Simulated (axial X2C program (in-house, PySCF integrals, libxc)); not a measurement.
## Bond lengths and stretching modes, held linear, of WNC⁺

Computed with an axial X2C code built on PySCF integrals: two-component X2C with atomic mean-field Coulomb and Gaunt terms, Gaussian nuclei, basis W dyall-v3z, N dyall-av3z, C dyall-v3z with contracted cores. Spin-free rows use the one-electron spin-free X2C Hamiltonian.

Masses W 183.951, N 14.003, C 12.000 u. States: 2c Ω = 1 (beyond evenly filled blocks: ω = -3/2, ω = 5/2); spin-free M_S = 2, Λ = 1 (beyond evenly filled blocks: σα, π+α, δ+α, δ-α).

HF, spin-free: energies above the lowest point

```
r(W–N) (Å)  r(N–C) (Å)  E (meV)
    1.8155      1.1749   139.57
    1.8155      1.2050   163.38
    1.8155      1.2351   266.59
    1.8620      1.1749    32.35
    1.8620      1.2050    65.57
    1.8620      1.2351   178.68
    1.8620      1.2653   356.89
    1.9085      1.1749     0.00
    1.9085      1.2050    41.33
    1.9085      1.2351   162.85
    1.9551      1.2050    77.28
    1.9551      1.2653   400.86
```

Question: Fit a quadratic surface with cubic terms in each bond: where is the minimum, and what are the two stretching wavenumbers?

Answer: At HF, spin-free: bonds 1.909 and 1.176 Å; harmonic stretches 567.4 and 2088.6 cm⁻¹; force constants 4.39, 16.5 and coupling 0.97 mdyn/Å.

The other levels and Hamiltonians give:

| Hamiltonian | level | r(W–N) (Å) | r(N–C) (Å) | lower stretch (cm⁻¹) | upper stretch (cm⁻¹) |
| --- | --- | --- | --- | --- | --- |
| 2c | PBE0 | 1.861 | 1.204 | 583.9 | 1934.6 |
| 2c | HF | 1.909 | 1.176 | 566.3 | 2098.2 |
| 2c | LDA | 1.834 | 1.214 | 592.2 | 1853.3 |
| 2c | MP2 | 1.893 | 1.208 | 564.9 | 1967.1 |
| spin-free | PBE0 | 1.860 | 1.205 | 585.7 | 1923.0 |
| spin-free | LDA | 1.833 | 1.216 | 595.0 | 1839.6 |
| spin-free | MP2 | 1.892 | 1.209 | 567.2 | 1975.5 |

Each state is one determinant, the lowest of a limited PBE0 search; the stretches come from a fit to these few points and carry an uncertainty of a few per cent. Other orders of the atoms were not compared. MP2 freezes inner shells (threshold -2 hartree). The molecule was held linear; bending was not examined, so a bent shape may lie lower. Open-shell Ω = 0 determinants with evenly filled partner blocks cannot be reached by this program, so the Ω shown need not be the lowest component. Note: functional without a current term on a determinant with orbital currents, of the molecule or an atom. Note: several unpaired electrons, one determinant need not be a pure state.
